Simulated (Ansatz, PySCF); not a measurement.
CH5S, SMILES C[SH2+], charge +1. Atoms are numbered in the order given.

```xyz
7

C     -1.2171     0.0297     0.0000
S      0.6050    -0.0955     0.0000
H     -1.5519    -0.4961     0.8923
H     -1.5519    -0.4961    -0.8923
H     -1.5280     1.0697     0.0000
H      0.9025     0.7780     0.9898
H      0.9025     0.7780    -0.9898
```
Charge +1, spin multiplicity 1.

Geometry: B3LYP-D3(BJ)/def2-TZVP. The isomer is the one that the SMILES or the coordinates give; other isomers of the formula were not compared.

Two levels are set side by side: PBE-D3(BJ)/def2-TZVP (Ansatz, an electronic-structure program) and B3LYP-D3(BJ)/def2-TZVP (Ansatz). Each level has its own optimised geometry; the coordinates shown are those of the second. Frequencies come from the Hessian of PySCF at each geometry. Differences are taken from unrounded values.

| quantity | B3LYP-D3(BJ) | PBE-D3(BJ) | PBE-D3(BJ) minus B3LYP-D3(BJ) |
|---|---|---|---|
| mean bond length (Å) | 1.299 | 1.307 | 0.008 |
| bond C1–S2 (Å) | 1.826 | 1.822 | -0.004 |
| bond C1–H3 (Å) | 1.088 | 1.097 | 0.009 |
| bond C1–H4 (Å) | 1.088 | 1.097 | 0.009 |
| bond C1–H5 (Å) | 1.085 | 1.094 | 0.009 |
| bond S2–H6 (Å) | 1.353 | 1.365 | 0.012 |
| bond S2–H7 (Å) | 1.353 | 1.365 | 0.012 |
| highest harmonic wavenumber (cm⁻¹) | 3192 | 3130 | -62 |
| mean harmonic wavenumber (cm⁻¹) | 1649 | 1605 | -43 |
| zero-point energy (kcal/mol) | 35.35 | 34.43 | -0.93 |

Exact exchange shortens and stiffens bonds; PBE has none. Differences between two approximate levels are no errors against the true value.
